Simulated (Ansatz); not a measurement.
Born–Oppenheimer molecular dynamics of a periodic cell of 23 atoms, Si16H6O (surface Si(111), underside capped with H, adsorbate H2O). It goes on from the last frame of an earlier run, with new velocities.

These are results of Ansatz, DFT PBEsol, scalar-relativistic, plane waves, PAW, not measurements. Settings: accuracy low, PAW set soft_1, cutoff 420 eV, k mesh 2x2x1, fermi-dirac smearing 0.02 eV, no spin polarisation.

- ensemble: NVT, Langevin thermostat
- time step: 0.5 fs
- steps asked: 160
- set temperature: 1050 K
- friction: 0.005 /fs
- atoms held: 1 to 8
- seed: 497235

Frames 0.5 fs apart, positions in Å, forces in eV/Å.

Velocities at 55 fs (Å/ps):

```
H 0.00 0.00 0.00
H 0.00 0.00 0.00
H 0.00 0.00 0.00
H 0.00 0.00 0.00
Si 0.00 0.00 0.00
Si 0.00 0.00 0.00
Si 0.00 0.00 0.00
Si 0.00 0.00 0.00
Si 4.10 -9.86 -5.96
Si -3.54 -0.26 2.88
Si 2.59 6.82 -5.20
Si -5.50 -3.24 5.83
Si 2.80 -6.84 7.00
Si -1.75 0.83 4.42
Si -2.66 0.74 -1.82
Si -1.33 -1.20 7.05
Si -6.87 0.41 7.25
Si 0.06 -4.76 -9.68
Si -4.09 -3.71 1.37
Si -13.71 -4.32 1.12
O -4.87 3.42 4.14
H -1.41 -9.81 29.30
H -26.23 -27.20 -28.59
```

```xyz
23
Lattice="7.6792 0.0000 0.0000 3.8396 6.6504 0.0000 0.0000 0.0000 18.4188" Properties=species:S:1:pos:R:3:forces:R:3 time_fs=55 energy_less_start_eV=0.316 T=839
H 1.920 1.108 1.000 -0.03 -0.08 -0.12
H 5.759 1.108 1.000 -0.27 -0.09 -0.20
H 3.840 4.434 1.000 0.18 0.10 -0.09
H 7.679 4.434 1.000 -0.19 0.02 -0.13
Si 1.920 1.108 2.500 0.07 -0.07 0.39
Si 5.759 1.108 2.500 -0.33 -0.25 0.62
Si 3.840 4.434 2.500 0.57 0.18 0.48
Si 7.679 4.434 2.500 0.45 -0.41 0.12
Si 0.011 2.215 3.264 -0.73 -0.28 -0.41
Si 3.763 2.306 3.344 1.05 -0.95 -0.29
Si 1.959 5.437 3.314 -0.60 1.34 -0.37
Si 5.846 5.560 3.441 -0.52 0.37 -0.72
Si -0.505 2.031 5.493 1.05 0.69 -0.17
Si 3.097 1.925 5.592 0.09 -0.04 0.75
Si 1.640 5.346 5.601 0.79 -0.66 0.26
Si 5.027 5.477 5.886 -0.74 -0.71 0.33
Si -0.595 0.108 6.809 -0.20 -0.87 -0.31
Si 3.304 -0.653 5.450 -0.02 2.11 0.30
Si 1.259 3.229 6.682 0.67 -0.55 -0.31
Si 5.181 3.060 5.995 -0.70 0.16 0.07
O 6.117 3.001 8.244 -2.52 -0.33 -0.23
H 5.779 2.066 8.271 0.54 0.47 0.31
H 7.076 2.946 8.140 1.43 -0.15 -0.27
23
Lattice="7.6792 0.0000 0.0000 3.8396 6.6504 0.0000 0.0000 0.0000 18.4188" Properties=species:S:1:pos:R:3:forces:R:3 time_fs=55.5 energy_less_start_eV=0.321 T=833
H 1.920 1.108 1.000 -0.03 -0.08 -0.12
H 5.759 1.108 1.000 -0.27 -0.09 -0.20
H 3.840 4.434 1.000 0.18 0.10 -0.09
H 7.679 4.434 1.000 -0.19 0.02 -0.13
Si 1.920 1.108 2.500 0.09 -0.11 0.37
Si 5.759 1.108 2.500 -0.34 -0.24 0.61
Si 3.840 4.434 2.500 0.56 0.17 0.48
Si 7.679 4.434 2.500 0.45 -0.43 0.14
Si 0.014 2.210 3.261 -0.78 -0.21 -0.34
Si 3.761 2.306 3.345 1.06 -0.94 -0.29
Si 1.960 5.440 3.312 -0.62 1.31 -0.35
Si 5.843 5.558 3.444 -0.51 0.38 -0.76
Si -0.503 2.028 5.496 0.99 0.73 -0.24
Si 3.096 1.926 5.594 0.05 -0.07 0.74
Si 1.639 5.346 5.600 0.81 -0.67 0.26
Si 5.026 5.477 5.889 -0.74 -0.71 0.34
Si -0.599 0.108 6.813 -0.19 -0.90 -0.30
Si 3.304 -0.655 5.446 -0.05 2.11 0.33
Si 1.256 3.227 6.683 0.69 -0.53 -0.31
Si 5.173 3.058 5.995 -0.61 0.15 0.06
O 6.114 3.003 8.246 -2.82 -0.55 -0.16
H 5.779 2.062 8.287 0.53 0.67 0.27
H 7.064 2.933 8.126 1.74 -0.12 -0.30
23
Lattice="7.6792 0.0000 0.0000 3.8396 6.6504 0.0000 0.0000 0.0000 18.4188" Properties=species:S:1:pos:R:3:forces:R:3 time_fs=56 energy_less_start_eV=0.319 T=809
H 1.920 1.108 1.000 -0.03 -0.08 -0.12
H 5.759 1.108 1.000 -0.28 -0.09 -0.20
H 3.840 4.434 1.000 0.18 0.10 -0.09
H 7.679 4.434 1.000 -0.20 0.03 -0.13
Si 1.920 1.108 2.500 0.12 -0.15 0.36
Si 5.759 1.108 2.500 -0.35 -0.23 0.60
Si 3.840 4.434 2.500 0.55 0.15 0.48
Si 7.679 4.434 2.500 0.45 -0.45 0.16
Si 0.016 2.205 3.258 -0.82 -0.15 -0.26
Si 3.760 2.305 3.346 1.07 -0.92 -0.29
Si 1.961 5.444 3.309 -0.64 1.28 -0.32
Si 5.840 5.557 3.447 -0.49 0.38 -0.79
Si -0.502 2.025 5.500 0.93 0.76 -0.31
Si 3.095 1.926 5.597 0.02 -0.09 0.72
Si 1.638 5.346 5.599 0.82 -0.69 0.26
Si 5.025 5.476 5.893 -0.74 -0.70 0.34
Si -0.602 0.108 6.816 -0.18 -0.92 -0.30
Si 3.304 -0.657 5.441 -0.07 2.12 0.36
Si 1.254 3.225 6.683 0.71 -0.50 -0.31
Si 5.167 3.055 5.996 -0.52 0.14 0.05
O 6.111 3.005 8.248 -2.88 -0.71 -0.11
H 5.781 2.059 8.302 0.49 0.79 0.25
H 7.056 2.921 8.112 1.84 -0.07 -0.32
23
Lattice="7.6792 0.0000 0.0000 3.8396 6.6504 0.0000 0.0000 0.0000 18.4188" Properties=species:S:1:pos:R:3:forces:R:3 time_fs=56.5 energy_less_start_eV=0.308 T=810
H 1.920 1.108 1.000 -0.02 -0.08 -0.12
H 5.759 1.108 1.000 -0.28 -0.09 -0.20
H 3.840 4.434 1.000 0.19 0.10 -0.09
H 7.679 4.434 1.000 -0.20 0.03 -0.14
Si 1.920 1.108 2.500 0.15 -0.19 0.35
Si 5.759 1.108 2.500 -0.36 -0.22 0.59
Si 3.840 4.434 2.500 0.55 0.14 0.48
Si 7.679 4.434 2.500 0.45 -0.47 0.17
Si 0.018 2.200 3.254 -0.87 -0.08 -0.18
Si 3.758 2.304 3.348 1.08 -0.90 -0.30
Si 1.962 5.447 3.307 -0.66 1.24 -0.30
Si 5.837 5.555 3.449 -0.47 0.38 -0.82
Si -0.501 2.022 5.503 0.89 0.80 -0.39
Si 3.094 1.927 5.599 -0.01 -0.12 0.70
Si 1.637 5.346 5.598 0.83 -0.70 0.26
Si 5.025 5.476 5.897 -0.72 -0.69 0.35
Si -0.606 0.108 6.820 -0.17 -0.94 -0.30
Si 3.304 -0.659 5.436 -0.11 2.12 0.39
Si 1.253 3.223 6.684 0.72 -0.48 -0.31
Si 5.160 3.054 5.996 -0.44 0.13 0.05
O 6.107 3.006 8.250 -2.64 -0.79 -0.11
H 5.785 2.058 8.317 0.42 0.81 0.23
H 7.052 2.909 8.097 1.68 -0.01 -0.31
23
Lattice="7.6792 0.0000 0.0000 3.8396 6.6504 0.0000 0.0000 0.0000 18.4188" Properties=species:S:1:pos:R:3:forces:R:3 time_fs=57 energy_less_start_eV=0.290 T=800
H 1.920 1.108 1.000 -0.02 -0.08 -0.12
H 5.759 1.108 1.000 -0.28 -0.09 -0.20
H 3.840 4.434 1.000 0.19 0.10 -0.09
H 7.679 4.434 1.000 -0.20 0.03 -0.14
Si 1.920 1.108 2.500 0.17 -0.23 0.33
Si 5.759 1.108 2.500 -0.37 -0.21 0.58
Si 3.840 4.434 2.500 0.54 0.12 0.48
Si 7.679 4.434 2.500 0.45 -0.48 0.19
Si 0.020 2.195 3.251 -0.91 -0.01 -0.11
Si 3.757 2.303 3.350 1.09 -0.88 -0.30
Si 1.964 5.451 3.305 -0.68 1.21 -0.28
Si 5.834 5.554 3.451 -0.45 0.39 -0.85
Si -0.501 2.019 5.507 0.84 0.83 -0.46
Si 3.093 1.927 5.602 -0.04 -0.14 0.69
Si 1.637 5.346 5.597 0.85 -0.72 0.26
Si 5.024 5.475 5.901 -0.71 -0.68 0.35
Si -0.609 0.108 6.823 -0.15 -0.96 -0.30
Si 3.305 -0.661 5.432 -0.14 2.12 0.42
Si 1.251 3.220 6.685 0.73 -0.45 -0.31
Si 5.154 3.052 5.997 -0.36 0.13 0.07
O 6.103 3.008 8.251 -2.15 -0.83 -0.17
H 5.790 2.059 8.332 0.33 0.77 0.21
H 7.053 2.898 8.081 1.29 0.09 -0.25
23
Lattice="7.6792 0.0000 0.0000 3.8396 6.6504 0.0000 0.0000 0.0000 18.4188" Properties=species:S:1:pos:R:3:forces:R:3 time_fs=57.5 energy_less_start_eV=0.273 T=825
H 1.920 1.108 1.000 -0.02 -0.08 -0.12
H 5.759 1.108 1.000 -0.29 -0.09 -0.20
H 3.840 4.434 1.000 0.19 0.10 -0.09
H 7.679 4.434 1.000 -0.20 0.03 -0.14
Si 1.920 1.108 2.500 0.20 -0.27 0.32
Si 5.759 1.108 2.500 -0.38 -0.20 0.57
Si 3.840 4.434 2.500 0.53 0.10 0.48
Si 7.679 4.434 2.500 0.45 -0.50 0.21
Si 0.022 2.189 3.248 -0.95 0.05 -0.04
Si 3.756 2.301 3.352 1.09 -0.85 -0.30
Si 1.965 5.455 3.303 -0.70 1.17 -0.26
Si 5.831 5.553 3.453 -0.43 0.39 -0.87
Si -0.500 2.016 5.510 0.79 0.86 -0.53
Si 3.092 1.927 5.605 -0.06 -0.17 0.67
Si 1.636 5.346 5.596 0.86 -0.73 0.26
Si 5.023 5.474 5.905 -0.69 -0.67 0.34
Si -0.613 0.108 6.826 -0.14 -0.99 -0.29
Si 3.306 -0.662 5.428 -0.19 2.12 0.45
Si 1.250 3.218 6.686 0.73 -0.42 -0.31
Si 5.147 3.050 5.997 -0.27 0.12 0.08
O 6.099 3.010 8.252 -1.48 -0.80 -0.29
H 5.796 2.063 8.347 0.20 0.62 0.21
H 7.057 2.887 8.064 0.76 0.22 -0.15
23
Lattice="7.6792 0.0000 0.0000 3.8396 6.6504 0.0000 0.0000 0.0000 18.4188" Properties=species:S:1:pos:R:3:forces:R:3 time_fs=58 energy_less_start_eV=0.265 T=802
H 1.920 1.108 1.000 -0.02 -0.08 -0.12
H 5.759 1.108 1.000 -0.29 -0.09 -0.20
H 3.840 4.434 1.000 0.20 0.10 -0.09
H 7.679 4.434 1.000 -0.21 0.03 -0.14
Si 1.920 1.108 2.500 0.22 -0.31 0.30
Si 5.759 1.108 2.500 -0.38 -0.19 0.56
Si 3.840 4.434 2.500 0.52 0.08 0.49
Si 7.679 4.434 2.500 0.45 -0.52 0.23
Si 0.024 2.184 3.245 -0.99 0.12 0.03
Si 3.754 2.300 3.353 1.10 -0.82 -0.31
Si 1.966 5.458 3.301 -0.72 1.13 -0.24
Si 5.829 5.552 3.455 -0.42 0.39 -0.89
Si -0.500 2.014 5.513 0.75 0.88 -0.59
Si 3.091 1.927 5.608 -0.09 -0.19 0.65
Si 1.635 5.346 5.595 0.87 -0.74 0.26
Si 5.022 5.474 5.909 -0.67 -0.66 0.34
Si -0.617 0.108 6.830 -0.12 -1.01 -0.29
Si 3.307 -0.664 5.424 -0.23 2.11 0.48
Si 1.249 3.216 6.687 0.73 -0.40 -0.30
Si 5.140 3.048 5.998 -0.19 0.12 0.10
O 6.094 3.011 8.254 -0.78 -0.70 -0.44
H 5.803 2.068 8.363 0.05 0.40 0.23
H 7.063 2.874 8.047 0.22 0.36 -0.03
23
Lattice="7.6792 0.0000 0.0000 3.8396 6.6504 0.0000 0.0000 0.0000 18.4188" Properties=species:S:1:pos:R:3:forces:R:3 time_fs=58.5 energy_less_start_eV=0.269 T=781
H 1.920 1.108 1.000 -0.01 -0.08 -0.12
H 5.759 1.108 1.000 -0.29 -0.09 -0.20
H 3.840 4.434 1.000 0.20 0.10 -0.09
H 7.679 4.434 1.000 -0.21 0.04 -0.14
Si 1.920 1.108 2.500 0.24 -0.34 0.28
Si 5.759 1.108 2.500 -0.39 -0.18 0.55
Si 3.840 4.434 2.500 0.51 0.05 0.49
Si 7.679 4.434 2.500 0.45 -0.53 0.24
Si 0.025 2.180 3.242 -1.03 0.18 0.10
Si 3.753 2.298 3.355 1.10 -0.78 -0.31
Si 1.967 5.462 3.298 -0.74 1.09 -0.21
Si 5.826 5.551 3.457 -0.40 0.39 -0.91
Si -0.499 2.012 5.516 0.71 0.91 -0.66
Si 3.090 1.927 5.612 -0.12 -0.22 0.63
Si 1.635 5.346 5.594 0.88 -0.75 0.26
Si 5.020 5.473 5.913 -0.65 -0.64 0.33
Si -0.621 0.108 6.833 -0.11 -1.03 -0.29
Si 3.307 -0.665 5.420 -0.27 2.11 0.50
Si 1.247 3.215 6.689 0.73 -0.38 -0.30
Si 5.133 3.046 5.999 -0.10 0.12 0.12
O 6.090 3.012 8.256 -0.15 -0.58 -0.61
H 5.811 2.074 8.378 -0.10 0.15 0.26
H 7.068 2.861 8.029 -0.24 0.50 0.08
23
Lattice="7.6792 0.0000 0.0000 3.8396 6.6504 0.0000 0.0000 0.0000 18.4188" Properties=species:S:1:pos:R:3:forces:R:3 time_fs=59 energy_less_start_eV=0.284 T=762
H 1.920 1.108 1.000 -0.01 -0.08 -0.12
H 5.759 1.108 1.000 -0.30 -0.09 -0.20
H 3.840 4.434 1.000 0.20 0.10 -0.09
H 7.679 4.434 1.000 -0.21 0.04 -0.14
Si 1.920 1.108 2.500 0.26 -0.38 0.27
Si 5.759 1.108 2.500 -0.40 -0.17 0.53
Si 3.840 4.434 2.500 0.51 0.03 0.50
Si 7.679 4.434 2.500 0.45 -0.54 0.25
Si 0.026 2.175 3.239 -1.06 0.25 0.16
Si 3.752 2.296 3.357 1.10 -0.75 -0.31
Si 1.968 5.466 3.296 -0.76 1.04 -0.19
Si 5.823 5.550 3.458 -0.38 0.39 -0.93
Si -0.498 2.010 5.519 0.67 0.93 -0.71
Si 3.089 1.927 5.615 -0.15 -0.25 0.61
Si 1.635 5.346 5.594 0.88 -0.76 0.26
Si 5.019 5.471 5.917 -0.63 -0.63 0.33
Si -0.624 0.109 6.836 -0.09 -1.05 -0.29
Si 3.307 -0.666 5.416 -0.32 2.10 0.53
Si 1.245 3.213 6.690 0.73 -0.36 -0.30
Si 5.127 3.043 5.999 -0.02 0.12 0.14
O 6.085 3.013 8.257 0.40 -0.42 -0.78
H 5.819 2.080 8.394 -0.25 -0.14 0.31
H 7.073 2.848 8.013 -0.62 0.64 0.19
```

Of the whole run (80 fs, mean temperature of the second half 728 K): The mean temperature of the second half is 31 % below the set value. A run of 0.08 ps of so small a system gives no equilibrium averages. Limits of this set-up: thin slab, slab without dipole correction, no dispersion correction for a molecule that may bind weakly, PAW files made for another functional, low accuracy level.

The run took 19 min on 1 thread of Intel(R) Xeon(R) Platinum 8375C CPU @ 2.90GHz (Ice Lake), on a shared host, peak memory 1.1 GiB.
